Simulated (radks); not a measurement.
Values are calculated unless marked as measured or tabulated.
Spherical quantum dot in the effective-mass picture: electrons in a parabolic well V = omega^2 r^2 / 2 with omega = 0.447, with a point charge +2 (a donor) at the centre, all in effective atomic units (hartree* = m*/eps^2 hartree, bohr* = eps/m* bohr), one dielectric constant everywhere. Level of theory: non-relativistic Kohn-Sham, LDA (Slater exchange, Perdew-Wang correlation), spin-polarised, spherical densities (a radial shooting solver with Libxc functionals). Levels are named by radial order and angular momentum (1s, 1p, 1d, 2s, ...), and open shells are averaged over m. Results are scaled to m* = 0.033 and eps = 10.9, for which hartree* = 7.558 meV and bohr* = 17.48 nm. Each electron was tried in the lowest free levels, single moves between levels near the top were tried too, and the lowest total energy was kept; such a search can miss a lower state. At N = 1 the Hartree and exchange-correlation terms need not cancel, so that row can carry a self-interaction error.

N	open shells	2S	E (meV)	mu = E(N) - E(N-1) (meV)	addition energy mu(N+1) - mu(N) (meV)
1	1s(up 1, down 0)	1	-14.1102	-14.110	8.461
2	none	0	-19.7596	-5.6494	13.39
3	1p(up 1, down 0)	1	-12.0228	7.7368	2.580
4	1p(up 2, down 0)	2	-1.70564	10.317	2.589
5	1p(up 3, down 0)	3	11.2010	12.907	2.881
6	1p(up 3, down 0) 2s(up 1, down 0)	4	26.9884	15.787	2.697
7	1p(up 3, down 1) 2s(up 1, down 0)	3	45.4723	18.484	2.124
8	none	0	66.0803	20.608	2.126
9	2s(up 1, down 0)	1	88.8142	22.734	2.176
10	none	0	113.724	24.910	4.054
11	1d(up 1, down 0)	1	142.688	28.964	1.803
12	1d(up 2, down 0)	2	173.454	30.767	1.780
13	1d(up 3, down 0)	3	206.001	32.547	1.756
14	1d(up 4, down 0)	4	240.304	34.302	1.730
15	1d(up 5, down 0)	5	276.336	36.033	2.097
16	1d(up 5, down 1)	4	314.466	38.130	1.634
17	1d(up 5, down 2)	3	354.231	39.764	1.620
18	1d(up 5, down 3)	2	395.615	41.384	1.603
19	1d(up 5, down 4)	1	438.601	42.987	1.585
20	none	0	483.174	44.572	3.280
21	1f(up 1, down 0)	1	531.026	47.852	1.475
22	1f(up 2, down 0)	2	580.354	49.328	-

All shells are closed at N = 2, 8, 10, 20 (there: 1s2 1p6 1d10 2s2); the second difference of the energy has clear peaks (12 % above both neighbours; the first and last values, which can be the largest, are not judged, and half-filled shells can peak too) at N = 2, 10, 15, 20.
